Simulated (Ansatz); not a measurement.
Gas-phase electronic energies from Ansatz, PBE0-D4/def2-TZVP geometries. CCSD(T)/CBS is the MP2 limit (def2-TZVPP, def2-QZVPP) plus CCSD(T) − MP2 in def2-TZVPP, frozen cores. Functionals use def2-TZVPP. B3LYP here is the variant with VWN-RPA as its local correlation; programs differ in this. def2 core potentials past Kr. For Sn outer-core shells are correlated without core-valence functions, which leaves a few kJ/mol of doubt a bond.

`C[SiH](C)[SnH3]` + toluene → `[SnH3][c]1ccccc1` + trimethylsilane  (formal exchange of groups at the Sn–Si bond)

`C[SiH](C)[SnH3]`:

Z-matrix (Å, degrees):
```
C
Si 1 1.876
H 1 1.092 2 111.2
H 1 1.094 2 110.5 3 120.0
H 1 1.093 2 110.9 3 -120.3
C 2 1.876 1 111.0 3 -178.5
Sn 2 2.567 1 110.1 3 59.3
H 2 1.493 1 109.1 3 -58.3
H 6 1.092 2 111.2 1 178.6
H 6 1.093 2 110.9 1 -61.2
H 6 1.094 2 110.5 1 58.6
H 7 1.711 2 112.1 1 -179.9
H 7 1.713 2 111.2 1 60.4
H 7 1.711 2 112.1 1 -59.2
```

`Cc1ccccc1`:

```xyz
15

C     1.950   -0.757   -0.732
C     0.637   -0.243   -0.223
C    -0.297   -1.105    0.344
C    -1.524   -0.637    0.789
C    -1.838    0.709    0.677
C    -0.914    1.580    0.118
C     0.311    1.106   -0.325
H     2.258   -1.659   -0.199
H     1.884   -1.010   -1.794
H     2.739   -0.010   -0.623
H    -0.058   -2.160    0.439
H    -2.236   -1.326    1.228
H    -2.795    1.079    1.027
H    -1.147    2.636    0.031
H     1.030    1.796   -0.756
```

`[SnH3][c]1ccccc1`:

Z-matrix (Å, degrees):
```
Sn
C 1 2.131
H 1 1.708 2 109.3
H 1 1.709 2 110.7 3 119.7
H 1 1.708 2 108.8 3 -120.6
C 2 1.394 1 120.8 3 -34.8
C 2 1.393 1 120.6 3 145.6
C 6 1.388 2 120.8 1 -179.4
H 6 1.086 2 120.3 1 0.9
C 7 1.388 2 120.8 1 179.4
H 7 1.086 2 120.3 1 -0.9
C 8 1.387 6 120.0 2 -0.0
H 8 1.084 6 119.9 2 -179.9
H 10 1.084 7 119.9 2 180.0
H 12 1.084 8 120.1 6 -179.9
```

`C[SiH](C)C`:

Cartesian coordinates in Å:
```
C -0.914 -1.517 0.165
Si 0.260 -0.077 0.404
C -0.699 1.519 0.609
C 1.436 0.052 -1.050
H -0.368 -2.459 0.063
H -1.595 -1.616 1.014
H -1.519 -1.382 -0.736
H 1.060 -0.315 1.644
H -1.300 1.729 -0.281
H -0.027 2.365 0.767
H -1.377 1.464 1.465
H 2.016 -0.867 -1.170
H 0.888 0.227 -1.980
H 2.140 0.877 -0.915
```

```
             level  ΔE (kJ/mol)  difference from CCSD(T)/CBS
            PBE-D4         24.3                         12.8
         r2SCAN-D4         18.1                          6.6
           PBE0-D4         23.6                         12.1
          B3LYP-D4         16.7                          5.2
           ωB97X-V         15.0                          3.5
           ωB97M-V         12.2                          0.7
            B2PLYP         12.1                          0.6
               PBE         25.5                         14.0
            r2SCAN         18.3                          6.8
              PBE0         24.6                         13.1
             B3LYP         18.8                          7.3
     HF/def2-TZVPP         13.7                          2.2
    MP2/def2-TZVPP          3.1                         -8.4
SCS-MP2/def2-TZVPP          3.4                         -8.1
   CCSD/def2-TZVPP          8.9                         -2.6
CCSD(T)/def2-TZVPP          7.3                         -4.2
     HF/def2-QZVPP         13.1                          1.6
    MP2/def2-QZVPP          5.4                         -6.1
SCS-MP2/def2-QZVPP          5.5                         -6.0
      HF/CBS(def2)         13.1                          1.6
     MP2/CBS(def2)          7.4                         -4.1
    CCSD/CBS(def2)         13.1                          1.6
       CCSD(T)/CBS         11.5                            0
```

Largest T1 diagnostic among the species: 0.012.

In def2-TZVPP, CCSD(T) changes the Hartree–Fock value by −6.4 kJ/mol (the triples alone add −1.6 kJ/mol) and MP2 by −10.6 kJ/mol.
